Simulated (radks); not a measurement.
The ruthenium ion Ru2+ inside a hard spherical wall (all orbitals vanish at R), configuration held at [Kr] 4d6 and not refilled when levels cross. All-electron calculation, scalar-relativistic Kohn-Sham, PBE, spin-polarised, spherical densities, finite nucleus; open shells are filled with parallel spins first (spin-orbit coupling, left out, can overturn this in heavy ions); Fermi nuclear charge, rms radius 4.4809 fm. Program: a radial shooting solver on a logarithmic mesh with Libxc functionals. Eigenvalues in eV for spin up, with the zero of energy where the potential of the charges vanishes at infinity; a dash marks a level that is unbound or too diffuse for the functional's potential to be trusted. A positive occupied level is held by the wall or, in an anion where self-interaction has pushed it up, behind a barrier. The pressure on the wall is -dE/dV.

R (bohr)  E (hartree)  kinetic (hartree)    e(3d)    e(4s)    e(4p)    e(4d)  e(5s, empty)  e(5p, empty)  pressure (GPa)
free      -4529.84944           4684.202  -293.44  -97.549  -67.545  -25.297       -19.670       -13.886               0
20        -4529.84944           4684.202  -293.44  -97.549  -67.545  -25.297       -19.670       -13.886        < 0.0001
12        -4529.84944           4684.202  -293.44  -97.549  -67.545  -25.297       -19.670       -13.886        < 0.0001
10        -4529.84944           4684.202  -293.44  -97.549  -67.545  -25.297       -19.670       -13.884        < 0.0001
7         -4529.84937           4684.203  -293.43  -97.543  -67.540  -25.293       -19.645       -13.755         0.00822
5         -4529.84289           4684.265  -293.16  -97.300  -67.308  -25.071       -18.860       -11.989            1.33
4         -4529.79390           4684.610  -291.89  -96.245  -66.305  -24.044       -15.746        -7.021            17.2
3.5       -4529.68797           4685.239  -289.99  -94.740  -64.875  -22.455       -11.106        -0.544            66.5
3         -4529.36396           4686.976  -285.82  -91.619  -61.860  -18.831        -0.574        12.993             286
2.5       -4528.26433           4692.405  -276.07  -84.752  -54.897   -9.980        25.071        43.489            1480
